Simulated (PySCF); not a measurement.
Geometry (Å), atoms numbered from 1 in this order:
```xyz
18

C     2.550    0.668   -0.015
C     2.110   -0.442   -0.950
S     0.403   -0.217   -1.557
C    -0.523   -0.819   -0.094
C    -2.016   -0.613   -0.290
C    -2.374    0.865   -0.253
F    -2.173    1.374    0.989
F    -3.689    1.047   -0.523
H     1.942    0.689    0.887
H     2.464    1.632   -0.510
H     3.587    0.515    0.275
H     2.157   -1.421   -0.472
H     2.723   -0.456   -1.850
H    -0.300   -1.880    0.021
H    -0.175   -0.272    0.782
H    -2.569   -1.120    0.504
H    -2.333   -1.014   -1.254
H    -1.793    1.470   -0.964
```

Geometry: GFN2-xTB; GIAO absolute shieldings from PySCF, gas phase, non-relativistic, averaged over equivalent atoms.

At B3LYP/def2-SVP (166 basis functions, about 60 core-seconds):
```csv
atoms,σ (ppm)
C6,75.7
C5,157.6
C2,158.9
C4,159.9
C1,175.9
S3,552.3
F7/F8,330.2
H18,25.59
H14/H15,29.33
H12/H13,29.56
H16/H17,30.03
H9/H10/H11,30.69
```

**Question.** Estimate the result of repeating the calculation with PBE0/def2-SVPD.

**Answer.** 
```
     atoms  σ at PBE0/def2-SVPD  change
        C6                 79.4    +3.7
        C5                160.3    +2.7
        C2                161.2    +2.3
        C4                163.3    +3.4
        C1                178.8    +2.9
        S3                563.0   +10.7
     F7/F8                328.6    -1.6
       H18                25.23   -0.36
   H14/H15                28.96   -0.37
   H12/H13                29.36   -0.20
   H16/H17                29.75   -0.28
H9/H10/H11                30.51   -0.18
```

The largest change is at S3 (sulfide sulfur). Cost: 253 basis functions, roughly 2.2 core-minutes. The order of the carbon signals is the same at both levels.
